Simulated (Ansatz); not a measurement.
```xyz
2

Cu    0.0000    0.0000   -0.8315
Cl    0.0000    0.0000    1.4184
```

Basis set: cc-pVTZ (spherical functions). Left uncorrelated: 10 orbitals. Charge 0, multiplicity 1.

Computed with Ansatz (development build ahead of 0.2.0); each method stands on the lowest determinant of its kind that the runs found. Restricted open shells among the atoms or ions are ROHF, correlated in semicanonical orbitals with singles.

The atomization energy at this shape (free ground-state atoms in the same class of orbitals less the molecule, no zero-point energy) of singlet CuCl:

```
method  atomization energy
   RHF      63.75 kcal/mol
```

**Question.** What does RHF-MP2 give?

**Answer.** 84.02 kcal/mol. Caution: the shape is not the minimum.
